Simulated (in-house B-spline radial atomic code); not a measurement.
Atomic self-consistent-field run: Pt⁸⁺. Computed with a B-spline radial code for spherical atoms: scalar-relativistic (X2C) PW91, spin-polarised, spherical fractional occupations, Fermi nucleus of rms radius 5.427 fm.

Command:
```bash
python run_scf.py task.json out
```
Settings (nuclear radius in fm, mass in u):
```
Z                78
configuration    [Xe] 4f14 5d2
hamiltonian      x2c
method           pw91,pw91
spin_polarised   True
nucleus          fermi
rms_radius       5.427
atomic_mass      194.96479
speed_of_light   137.035999084
```

Output (hartree, bohr):
```
 radial grid: 66 intervals, B-splines of order 8, outer radius 16.6667 bohr

 iter        energy (Eh)    residual
    1      -18392.838520    7.68e-01
    2      -18395.654130    5.88e-01
    3      -18401.502127    6.16e-02
    4      -18401.552343    2.61e-02
    5      -18401.559484    7.33e-03
    6      -18401.560024    1.83e-03
    7      -18401.560072    1.18e-04
    8      -18401.560073    1.23e-05
    9      -18401.560073    7.31e-07

 total energy                    -18401.56007
 kinetic                           21066.8766
 electron-nucleus                 -45965.8011
 Hartree                            6856.0992
 exchange-correlation               -358.7348

 orbital      occ     eigenvalue          <r>       <r^2>       <1/r>       r_max
 1s up      1.000     -2876.4119    0.0163147  0.00037529     104.126    0.009638
 1s down    1.000     -2876.4120    0.0163147  0.00037529     104.126    0.009638
 2s up      1.000      -509.1433    0.0715105  0.00611693     24.4314     0.06105
 2s down    1.000      -509.1352    0.0715102  0.00611688     24.4316     0.06105
 2p up      3.000      -443.8099     0.064601  0.00511859     19.9785     0.04993
 2p down    3.000      -443.8034    0.0646005  0.00511852     19.9787     0.04993
 3s up      1.000      -123.1878     0.186569   0.0399509      8.7714      0.1728
 3s down    1.000      -123.1848     0.186567   0.0399498     8.77143      0.1728
 3p up      3.000      -104.0490     0.187295   0.0407878     7.59532      0.1714
 3p down    3.000      -104.0457     0.187293   0.0407863     7.59534      0.1714
 3d up      5.000       -82.4213     0.170356   0.0339957     7.04101      0.1397
 3d down    5.000       -82.4155     0.170357   0.0339958     7.04092      0.1397
 4s up      1.000       -30.1139     0.414987    0.194591     3.65354      0.3904
 4s down    1.000       -30.1061     0.415002    0.194597     3.65314      0.3904
 4p up      3.000       -23.7953     0.440742     0.22102     3.19878      0.4095
 4p down    3.000       -23.7879     0.440722    0.220981     3.19861      0.4095
 4d up      5.000       -15.8941     0.467898     0.25317     2.83424      0.4184
 4d down    5.000       -15.8853     0.467738    0.252938     2.83472      0.4184
 5s up      1.000        -8.2441     0.929426     0.96478     1.48766      0.8633
 5s down    1.000        -8.1842     0.926313    0.958654     1.49491      0.8609
 5p up      3.000        -6.4895      1.04195     1.21586     1.27747      0.9577
 5p down    3.000        -6.4170      1.03898     1.20992     1.28339      0.9543
 4f up      7.000        -7.2101     0.511565    0.316776     2.40125      0.3845
 4f down    7.000        -7.1968     0.510193    0.314667     2.40511      0.3845
 5d up      2.000        -4.3280      1.26937     1.81683     1.01994        1.14

 Slater integrals (Eh)
   F0(5p up,5p up)               0.861969
   F2(5p up,5p up)               0.469130
   F0(5p up,5p down)             0.863211
   F2(5p up,5p down)             0.469456
   F0(5p up,5d up)               0.771226
   F2(5p up,5d up)               0.402173
   G1(5p up,5d up)               0.492571
   G3(5p up,5d up)               0.310538
   F0(5p down,5p down)           0.864462
   F2(5p down,5p down)           0.469797
   F0(5p down,5d up)             0.771999
   F2(5p down,5d up)             0.401795
   F0(5d up,5d up)               0.708176
   F2(5d up,5d up)               0.381244
   F4(5d up,5d up)               0.259239
```

Time taken, with all properties: 0.35 s on 1 thread of Intel(R) Xeon(R) Platinum 8488C, on a shared host.

One-electron X2C: radii and densities carry no picture-change correction, so inner-shell <1/r> comes out high (for 1s by about 2 % at Z = 33, 5 % at 54, 10 % at 75, 30 % at 118) and <r> low.
